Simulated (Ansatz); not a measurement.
Other settings, tried on Cr(NH2)3 (CrN₃H₆).

```yaml
crystal:
  periodic: [false, false, false]
  atoms:
    - {symbol: Cr, position_ang: [0.000043, 0.000133, -0.000318]}
    - {symbol: N, position_ang: [1.833888, -0.005765, -0.009457]}
    - {symbol: H, position_ang: [2.419789, -0.334086, -0.776188]}
    - {symbol: H, position_ang: [2.429453, 0.318654, 0.751630]}
    - {symbol: N, position_ang: [-0.912122, 1.591063, 0.004810]}
    - {symbol: H, position_ang: [-1.485352, 1.940868, 0.771673]}
    - {symbol: H, position_ang: [-0.927089, 2.265925, -0.759018]}
    - {symbol: N, position_ang: [-0.921695, -1.585113, 0.004577]}
    - {symbol: H, position_ang: [-0.931975, -2.260008, 0.768459]}
    - {symbol: H, position_ang: [-1.504928, -1.931682, -0.756169]}
basis:
  gaussian: {orbitals: def2-mTZVP, point_charges: [{charge: 0.50, position_ang: [6.224, -0.483, 0.217]}]}
magnetization: {spin_polarized: true, initial_magnetization: 3}
hamiltonian: {xc: {name: LC-wPBE}}
accuracy: high
output: {forces: true}
```

```sh
$ ansatz run in.yaml --threads 4 --pin off --events-out ev --progress --plain --max-ram 8704MiB
```

It prints (some lines left out):

```
Functional definition: LC-wPBE
2159 factors; integrals over basis functions are off by at most 1.1e-8 eV
601 factors; integrals over basis functions are off by at most 2.4e-9 eV
mean field evaluation 1: about -32973.2285 eV, gradient 5.5e1 eV
mean field evaluation 2: about -32970.2805 eV, gradient 6.5e1 eV
mean field evaluation 4: about -32983.8972 eV, gradient 2.5e0 eV
mean field evaluation 8: about -32983.9584 eV, gradient 2.6e-1 eV
mean field evaluation 16: about -32983.9623 eV, gradient 5.6e-3 eV
mean field evaluation 32: about -32983.9623 eV, gradient 7.9e-7 eV
mean field -32983.96225429 eV, -1212.1382555125 hartree, gradient 8.7e-8 eV, S^2 3.796506; 0 other end points of the search recorded, 0 dependent functions left out
reference -32983.96225429 eV, -1212.1382555125 hartree; 27, 24 occupied and 81, 84 virtual orbitals, 2159 factors
Total energy: -32983.96225429 eV, -1212.1382555125 hartree
Atom 0 at     0.000043     0.000133    -0.000318 Å, force    -0.491396     0.021639    -0.000562 eV/Å
Atom 1 at     1.833888    -0.005765    -0.009457 Å, force     1.025507    -0.040542     0.017911 eV/Å
Atom 2 at     2.419789    -0.334086    -0.776188 Å, force    -0.310330     0.083515     0.191738 eV/Å
Atom 3 at     2.429453     0.318654     0.751630 Å, force    -0.316385    -0.041535    -0.210945 eV/Å
Atom 4 at    -0.912122     1.591063     0.004810 Å, force    -0.148955     0.374681     0.031605 eV/Å
Atom 5 at    -1.485352     1.940868     0.771673 Å, force     0.177664    -0.172321    -0.242375 eV/Å
Atom 6 at    -0.927089     2.265925    -0.759018 Å, force     0.022920    -0.264307     0.224246 eV/Å
Atom 7 at    -0.921695    -1.585113     0.004577 Å, force    -0.150465    -0.394052    -0.028564 eV/Å
Atom 8 at    -0.931975    -2.260008     0.768459 Å, force     0.015403     0.265239    -0.225454 eV/Å
Atom 9 at    -1.504928    -1.931682    -0.756169 Å, force     0.178954     0.172039     0.241308 eV/Å
Dipole moment:    -0.153245     0.007928    -0.002879 e Å
```

Hardware: 4 threads of Intel Xeon 6975P-C on a shared host. Wall time 7.5 s.

LC-ωPBE has ω = 0.4 bohr⁻¹.
